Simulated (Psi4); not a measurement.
Psi4 input (wB97X-D/6-311+G**):

```
memory 1500 MB

molecule {
1 1
Cl   -1.08831466   -1.24132302    0.03550894
C     0.00000000   -0.00000000    0.00000000
Cl    1.61889286   -0.32232673   -0.04317288
Cl   -0.53057821    1.56364975    0.00766394
symmetry c1
no_reorient
no_com
}

set {
  basis 6-311+G**
  reference rks
  scf_type df
  df_basis_scf def2-universal-jkfit
  dft_radial_points 99
  dft_spherical_points 590
  e_convergence 1e-8
  d_convergence 1e-7
  maxiter 150
}

e = energy('wb97x-d')
print_out(f'\nFINAL {e:.10f} DIPOLE {variable("CURRENT DIPOLE")[0]:.6f} {variable("CURRENT DIPOLE")[1]:.6f} {variable("CURRENT DIPOLE")[2]:.6f}\n')
```

What final total energy does it give?

-1418.35237 Eh.
